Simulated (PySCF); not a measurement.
**A search over the determinants of NaBe**

Unrestricted PBE0; Na aug-cc-pVDZ, Be aug-cc-pVDZ; no relativity (PySCF 2.14). Outer shells of the fragments: Na 3s1; Be 2s2.

Followed along the bond (rough minima from three points):

```json
{"2Ms+1": "2", "unpaired": "σ ↑", "⟨S²⟩ at the start": "0.77", "R at minimum (Å)": "2.91", "Te (eV)": "0.00"}
{"2Ms+1": "2", "unpaired": "π ↑", "⟨S²⟩ at the start": "0.76", "R at minimum (Å)": "2.52", "Te (eV)": "0.84"}
{"2Ms+1": "4", "unpaired": "σ ↑↑, π ↑", "⟨S²⟩ at the start": "3.75", "R at minimum (Å)": "2.92", "Te (eV)": "2.28"}
```

Solutions found at the starting distance of 2.535 Å, counted from the lowest of them; the search is not exhaustive and high or unbound solutions are not listed, so other states can lie among these:

| 2Ms+1 | unpaired | term | E (eV) | ⟨S²⟩ | ⟨Lz²⟩ | μ (D) |
| --- | --- | --- | --- | --- | --- | --- |
| 2 | σ ↑ | ²Σ⁺ | 0.00 | 0.77 | 0.00 | -2.87 |
| 2 | π ↑ | ²Π | 0.73 | 0.76 | 1.01 | -5.63 |
| 4 | σ ↑↑, π ↑ | ⁴Π | 2.27 | 3.75 | 1.00 | -4.81 |
| 4 | σ ↑, π ↑↑ | ⁴Σ⁻ | 2.86 | 3.75 | 0.00 | -6.05 |
| 2 | σ ↑↑, π ↓ | mixed | 3.29 | 1.75 | 1.00 | -5.03 |
| 4 | σ ↑↑↑ | ⁴Σ⁺ | 3.32 | 3.75 | 0.00 | 4.31 |

A term symbol is given only where ⟨S²⟩ and ⟨Lz²⟩ are close to those of a pure state; real π, δ and φ orbitals otherwise mix terms. A positive dipole means Na(−)Be(+).

Question: Compare the gap between the two lowest followed solutions at the starting distance with the gap between their minima.

Answer: At PBE0 the second solution (doublet, unpaired electrons π ↑) lies +0.73 eV from the first (doublet, unpaired electrons σ ↑) at 2.535 Å and +0.84 eV at the minima; the two curves relax by different amounts, since their minima lie near 2.52 and 2.91 Å.

Counting both spins, an empty level lies below a filled one in some of these solutions, because spin and occupation are held.
